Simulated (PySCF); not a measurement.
PySCF job for C3H7FSi2, SMILES C#C[SiH2][C@H](F)[SiH3], TDA-ωB97X/def2-SVPD. Geometry optimised at B3LYP-D3(BJ)/def2-SVP. The structure was generated by enumeration; whether it is a known compound was not checked. Other conformers were not sampled.

```python
import numpy as np
from pyscf import gto, scf, dft, tdscf

mol = gto.M(
    atom='''
    C     2.55314786    1.58686427    1.01664489
    C     1.94892361    0.59502027    0.65168294
    Si    0.98939221   -0.87249400    0.10684045
    C    -0.86456912   -0.47107673    0.26493488
    F    -1.56223345   -1.63793626   -0.12509860
    Si   -1.51339944    0.97757405   -0.79211006
    H     3.09056947    2.46104202    1.33723138
    H     1.31904106   -2.04452426    0.96141205
    H     1.30541524   -1.18263999   -1.31291513
    H    -1.09622891   -0.27088282    1.32814709
    H    -1.15776430    0.74419641   -2.21942411
    H    -0.89508436    2.24767018   -0.31885955
    H    -2.99476009    1.05059724   -0.65550604
    ''',
    basis='def2-SVPD',
    charge=0,
    spin=0,
    max_memory=1600,
    verbose=4,
)
mf = dft.RKS(mol, xc='wb97x').density_fit(auxbasis='def2-universal-jkfit')
mf.grids.level = 3
mf.conv_tol = 1e-9
mf.max_cycle = 100
mf.kernel()
mf.grids = dft.Grids(mol).set(level=1).build(with_non0tab=True)  # coarser grid for the response kernel
td = tdscf.TDA(mf)
td.singlet = True
td.nstates = 10
td.conv_tol = 1e-4
td.positive_eig_threshold = 1e-6
td.kernel(x0=td.get_init_guess(mf, 15))
td.analyze()
tt = tdscf.TDA(mf)
tt.singlet = False
tt.nstates = 4
tt.conv_tol = 1e-4
tt.positive_eig_threshold = 1e-6
tt.kernel(x0=tt.get_init_guess(mf, 9))
tt.analyze(verbose=3)
```

Program output:

```
PySCF version 2.14.0

[INPUT] verbose = 4
[INPUT] num. atoms = 13
[INPUT] num. electrons = 62
[INPUT] charge = 0
[INPUT] spin (= nelec alpha-beta = 2S) = 0
[INPUT] symmetry False subgroup None
[INPUT] Mole.unit = angstrom
[INPUT] Symbol           X                Y                Z      unit          X                Y                Z       unit  Magmom
[INPUT]  1 C      2.553147860000   1.586864270000   1.016644890000 AA    4.824750210919   2.998738867158   1.921180408039 Bohr   0.0
[INPUT]  2 C      1.948923610000   0.595020270000   0.651682940000 AA    3.682931860599   1.124425348865   1.231502276651 Bohr   0.0
[INPUT]  3 Si     0.989392210000  -0.872494000000   0.106840450000 AA    1.869680306678  -1.648774705326   0.201899189525 Bohr   0.0
[INPUT]  4 C     -0.864569120000  -0.471076730000   0.264934880000 AA   -1.633798852556  -0.890206003356   0.500654364045 Bohr   0.0
[INPUT]  5 F     -1.562233450000  -1.637936260000  -0.125098600000 AA   -2.952193363134  -3.095250940894  -0.236402092567 Bohr   0.0
[INPUT]  6 Si    -1.513399440000   0.977574050000  -0.792110060000 AA   -2.859910458670   1.847347220982  -1.496871073913 Bohr   0.0
[INPUT]  7 H      3.090569470000   2.461042020000   1.337231380000 AA    5.840329867242   4.650695398846   2.527001073374 Bohr   0.0
[INPUT]  8 H      1.319041060000  -2.044524260000   0.961412050000 AA    2.492626350456  -3.863590906429   1.816805467357 Bohr   0.0
[INPUT]  9 H      1.305415240000  -1.182639990000  -1.312915130000 AA    2.466877282433  -2.234865685058  -2.481050020498 Bohr   0.0
[INPUT] 10 H     -1.096228910000  -0.270882820000   1.328147090000 AA   -2.071572409730  -0.511894341650   2.509834253238 Bohr   0.0
[INPUT] 11 H     -1.157764300000   0.744196410000  -2.219424110000 AA   -2.187857443799   1.406327397785  -4.194103722157 Bohr   0.0
[INPUT] 12 H     -0.895084360000   2.247670180000  -0.318859550000 AA   -1.691464298782   4.247481058552  -0.602557221702 Bohr   0.0
[INPUT] 13 H     -2.994760090000   1.050597240000  -0.655506040000 AA   -5.659276378878   1.985341050824  -1.238726888598 Bohr   0.0

nuclear repulsion = 328.139930111668
number of shells = 81
number of NR pGTOs = 277
number of NR cGTOs = 187
basis = def2-SVPD
ecp = {}


[settings echo left out]
init E= -797.085312736107
  HOMO = -0.301296935918554  LUMO = -0.0210527935792726  gap/eV = 7.62583
cycle= 1 E= -796.813311572316  delta_E= 0.272  |g|= 0.514  |ddm|=    6
  HOMO = -0.374266734042978  LUMO = 0.0475070615399846  gap/eV = 11.47705
cycle= 2 E= -796.832010182176  delta_E= -0.0187  |g|= 0.529  |ddm|= 1.48
  HOMO = -0.389009030271064  LUMO = 0.0544350777077107  gap/eV = 12.06673
cycle= 3 E= -796.877657425556  delta_E= -0.0456  |g|= 0.0626  |ddm|= 0.437
  HOMO = -0.387391331180764  LUMO = 0.0567692159767583  gap/eV = 12.08622
cycle= 4 E= -796.878595149501  delta_E= -0.000938  |g|= 0.0197  |ddm|= 0.256
  HOMO = -0.387914503893298  LUMO = 0.0587118100543189  gap/eV = 12.15332
cycle= 5 E= -796.878716234351  delta_E= -0.000121  |g|= 0.00602  |ddm|= 0.0932
  HOMO = -0.388046187239756  LUMO = 0.0583305021314744  gap/eV = 12.14653
cycle= 6 E= -796.878725929625  delta_E= -9.7e-06  |g|= 0.00232  |ddm|= 0.0179
  HOMO = -0.388119991196568  LUMO = 0.0582945088143885  gap/eV = 12.14756
cycle= 7 E= -796.878727396779  delta_E= -1.47e-06  |g|= 0.000925  |ddm|= 0.00634
  HOMO = -0.388157762849265  LUMO = 0.058314176733365  gap/eV = 12.14912
cycle= 8 E= -796.878727671979  delta_E= -2.75e-07  |g|= 0.000225  |ddm|= 0.00199
  HOMO = -0.388128415984787  LUMO = 0.0583338187972111  gap/eV = 12.14886
cycle= 9 E= -796.878727693089  delta_E= -2.11e-08  |g|= 5.91e-05  |ddm|= 0.00069
  HOMO = -0.388139661873029  LUMO = 0.0583293267881357  gap/eV = 12.14904
cycle= 10 E= -796.878727695004  delta_E= -1.92e-09  |g|= 1.19e-05  |ddm|= 0.000198
  HOMO = -0.388138244048936  LUMO = 0.058330172187921  gap/eV = 12.14902
cycle= 11 E= -796.87872769515  delta_E= -1.46e-10  |g|= 4.54e-06  |ddm|= 4.74e-05
  HOMO = -0.388138930592666  LUMO = 0.058329730192197  gap/eV = 12.14903
Extra cycle  E= -796.878727695169  delta_E= -1.91e-11  |g|= 2.92e-06  |ddm|= 1.21e-05
converged SCF energy = -796.878727695169
tot grids = 50968
Overwritten attributes  positive_eig_threshold  of <class 'pyscf.tdscf.rks.TDA'>


******** <class 'pyscf.tdscf.rks.TDA'> for <class 'pyscf.df.df_jk.DFRKS'> ********
nstates = 10 singlet
deg_eia_thresh = 1.000e-03
wfnsym = None
conv_tol = 0.0001
eigh lindep = 1e-12
eigh level_shift = 0
eigh max_cycle = 100


Excitation energies (eV)
[6.03361852 6.28333934 6.29746046 7.31279836 7.90546272 8.10039813
 8.20762316 8.29072146 8.3774974  8.5431179 ]

** Singlet excitation energies and oscillator strengths **
Excited State   1:      6.03362 eV    205.49 nm  f=0.0000
      29 -> 33       -0.21752
      30 -> 32       -0.50272
      30 -> 35       -0.11522
      31 -> 33       -0.27949
Excited State   2:      6.28334 eV    197.32 nm  f=0.0025
      28 -> 32        0.12024
      29 -> 32        0.25020
      30 -> 33        0.42585
      30 -> 34       -0.11403
      31 -> 32        0.36728
Excited State   3:      6.29746 eV    196.88 nm  f=0.0013
      28 -> 33        0.13884
      29 -> 33        0.29896
      30 -> 32       -0.35375
      31 -> 33        0.40108
      31 -> 34       -0.10833
Excited State   4:      7.31280 eV    169.54 nm  f=0.0259
      29 -> 32        0.12231
      29 -> 33       -0.10199
      29 -> 34       -0.10670
      29 -> 35        0.23105
      31 -> 32       -0.12398
      31 -> 33        0.19818
      31 -> 34        0.31874
      31 -> 35       -0.41284
      31 -> 37        0.12504
Excited State   5:      7.90546 eV    156.83 nm  f=0.1443
      29 -> 32       -0.31518
      30 -> 33       -0.11401
      31 -> 32        0.50335
      31 -> 35       -0.22898
      31 -> 36        0.10398
Excited State   6:      8.10040 eV    153.06 nm  f=0.0014
      28 -> 32        0.15593
      28 -> 33       -0.19131
      28 -> 34       -0.15911
      28 -> 35        0.29678
      29 -> 32       -0.11366
      29 -> 33        0.13700
      29 -> 34        0.21359
      29 -> 35       -0.23346
      30 -> 34       -0.22651
      31 -> 34        0.17798
Excited State   7:      8.20762 eV    151.06 nm  f=0.0310
      28 -> 33        0.13665
      29 -> 33        0.35610
      29 -> 34       -0.10051
      30 -> 34       -0.12704
      31 -> 33       -0.38188
      31 -> 35       -0.19364
      31 -> 38       -0.13310
      31 -> 39        0.10276
Excited State   8:      8.29072 eV    149.55 nm  f=0.0175
      29 -> 32       -0.12954
      29 -> 33        0.17656
      29 -> 34        0.10921
      30 -> 32       -0.11745
      30 -> 34        0.46443
      30 -> 36       -0.15208
      31 -> 34        0.30341
Excited State   9:      8.37750 eV    148.00 nm  f=0.0230
      28 -> 33        0.14516
      28 -> 34        0.15932
      28 -> 35       -0.15665
      29 -> 32       -0.13216
      29 -> 35        0.14133
      30 -> 34       -0.28447
      30 -> 35       -0.12815
      30 -> 36        0.10928
      31 -> 34        0.36247
      31 -> 35        0.19787
      31 -> 36       -0.10397
Excited State  10:      8.54312 eV    145.13 nm  f=0.0379
      26 -> 32       -0.16219
      28 -> 32        0.41053
      28 -> 35       -0.12970
      29 -> 32       -0.24334
      30 -> 32        0.15978
      30 -> 33        0.13963
      30 -> 35       -0.18680
      31 -> 37        0.11114

** Transition electric dipole moments (AU) **
state          X           Y           Z        Dip. S.      Osc.
  1        -0.0149     -0.0009      0.0105      0.0003      0.0000
  2         0.1246     -0.0282     -0.0001      0.0163      0.0025
  3         0.0329     -0.0507      0.0697      0.0085      0.0013
  4         0.2716     -0.2428      0.1097      0.1448      0.0259
  5         0.8147      0.0351      0.2833      0.7452      0.1443
  6        -0.0654     -0.0037     -0.0505      0.0068      0.0014
  7        -0.3130      0.1943     -0.1357      0.1541      0.0310
  8        -0.1389      0.1167     -0.2306      0.0861      0.0175
  9        -0.0609      0.1308      0.3020      0.1120      0.0230
 10        -0.3528     -0.1314     -0.1986      0.1812      0.0379

** Transition velocity dipole moments (imaginary part, AU) **
state          X           Y           Z        Dip. S.      Osc.
  1        -0.0018     -0.0000      0.0012      0.0000      0.0000
  2         0.0319     -0.0125      0.0034      0.0012      0.0034
  3         0.0057     -0.0091      0.0114      0.0002      0.0007
  4         0.0167     -0.0208      0.0102      0.0008      0.0020
  5         0.1962     -0.0241      0.0712      0.0441      0.1013
  6        -0.0219      0.0096      0.0374      0.0020      0.0044
  7        -0.0753      0.0560     -0.0352      0.0100      0.0222
  8        -0.0385      0.0282     -0.0565      0.0055      0.0119
  9        -0.0240      0.0104      0.0703      0.0056      0.0122
 10        -0.0897     -0.0135     -0.0287      0.0091      0.0192

** Transition magnetic dipole moments (imaginary part, AU) **
state          X           Y           Z
  1         0.1211      0.1782      0.0680
  2        -0.0167     -0.0526     -0.0973
  3         0.0239     -0.0234     -0.0414
  4        -0.2548     -0.1755      0.1153
  5        -0.3410     -0.7171     -0.6060
  6         0.0325      0.1714     -0.2634
  7         0.1011      0.7069      0.9075
  8         1.3113     -0.4485     -0.9227
  9        -0.3883      0.7746     -1.0734
 10        -0.1916     -0.2633      0.6713


******** <class 'pyscf.tdscf.rks.TDA'> for <class 'pyscf.df.df_jk.DFRKS'> ********
nstates = 4 triplet
deg_eia_thresh = 1.000e-03
wfnsym = None
conv_tol = 0.0001
eigh lindep = 1e-12
eigh level_shift = 0
eigh max_cycle = 100


Excitation energies (eV)
[4.98221712 5.50988927 5.51226404 6.0421384 ]

** Triplet excitation energies and oscillator strengths **
Excited State   1:      4.98222 eV    248.85 nm  f=0.0000
Excited State   2:      5.50989 eV    225.02 nm  f=0.0000
Excited State   3:      5.51226 eV    224.92 nm  f=0.0000
Excited State   4:      6.04214 eV    205.20 nm  f=0.0000
```

The calculation finished and met its thresholds.

Cost: about 8 core-minutes (a rough figure).
